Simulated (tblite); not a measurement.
Compound: C6H13F.
SMILES with atom numbers: `[CH3:1][CH2:2][C@@H:3]([CH3:4])[C@@H:5]([CH3:6])[F:7]` (hydrogens: H8, H9, H10 on C1; H11, H12 on C2; H13 on C3; H14, H15, H16 on C4; H17 on C5; H18, H19, H20 on C6)

Computed with GFN2-xTB (tblite), gas phase: nudged elastic band of 9 images (0 to 8), spring 0.2 eV/Å², climbing image at the end, force threshold 0.05 eV/Å. No saddle search or frequency run followed, so the top image need not be a first-order saddle, and its height can exceed the method's true barrier by a kcal/mol or more.

The band describes a rotation about C3–C5 (sp3 CH carbon, sp3 C–F carbon), followed by the dihedral C4–C3–C5–C6, from the optimised start (180°) to a second optimised geometry at -74°.

**Question.** How does the energy change from image to image?

**Answer.** 
```csv
image,dihedral (°),E (kcal/mol),C3–C5 (Å),C4···C6 (Å),largest true force (eV/Å)
0,180,0.00,1.534,3.90,0.01
1,-167,0.43,1.536,3.89,0.03
2,-154,1.36,1.539,3.86,0.04
3,-141,2.38,1.543,3.80,0.05
4,-126,3.08,1.547,3.71,0.04
5,-113,3.06,1.547,3.60,0.04
6,-99,2.35,1.545,3.46,0.05
7,-84,1.36,1.540,3.30,0.05
8,-74,0.92,1.538,3.19,0.01
```

Barriers of this band. The top is image 4 at -126°: 3.08 kcal/mol forward and 2.16 kcal/mol back; the end lies 0.92 kcal/mol above the start. The central bond is 0.013 Å longer at the top than at the start.

**Question.** What rate follows at 350 K for crossing this barrier forward?

**Answer.** Taking the electronic barrier for the free energy of activation (no zero-point or entropy terms, transmission 1), rate = (kT/h)·exp(−ΔE/kT) ≈ 9 × 10^10 s⁻¹, whose inverse is 1 × 10^-11 s. An error of 1 kcal/mol in the barrier changes this by a factor of 4, and the method and the loose band can each miss by that much or more.

**Question.** How would the two end points share their population at 350 K, from these energies alone?

**Answer.** exp(−ΔE/kT) with ΔE = 0.040 eV gives 0.27 for the higher one (end) against 1 for the lower, without vibrational, rotational or degeneracy terms. GFN2-xTB can put conformers this close in the wrong order.

The cost below is that of the whole band run. The run took 2.5 s on one thread, Arm Neoverse V2 (aarch64), shared host, and the process peaked at 0.19 GiB of memory.
